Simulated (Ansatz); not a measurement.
Molecule: YH (charge 0, singlet). 
Geometry from a B3LYP-D3(BJ)/def2-TZVP (Ansatz, an electronic-structure program) optimisation:
```
Y
H 1 1.9182
```
Charge 0, spin multiplicity 1.

Dipole moments at this geometry, in debye (magnitudes).

```json
[
 {"level": "PBE/def2-TZVPD", "program": "Ansatz", "dipole (D)": "1.70"},
 {"level": "BLYP/def2-TZVPD", "program": "Ansatz", "dipole (D)": "1.82"},
 {"level": "r2SCAN/def2-TZVPD", "program": "Ansatz", "dipole (D)": "1.71"},
 {"level": "B97M-V/def2-TZVPD", "program": "Ansatz", "dipole (D)": "1.84"},
 {"level": "PBE0/def2-TZVPD", "program": "Ansatz", "dipole (D)": "1.71"},
 {"level": "r2SCAN0/def2-TZVPD", "program": "Ansatz", "dipole (D)": "1.75"},
 {"level": "HSE06/def2-TZVPD", "program": "Ansatz", "dipole (D)": "1.71"},
 {"level": "CAM-B3LYP/def2-TZVPD", "program": "Ansatz", "dipole (D)": "1.88"},
 {"level": "CCSD(T)/def2-SVPD", "program": "Ansatz", "dipole (D)": "[?]"}
]
```

Task: What belongs in the gaps?

Result: 
- CCSD(T)/def2-SVPD, dipole (D): 1.34
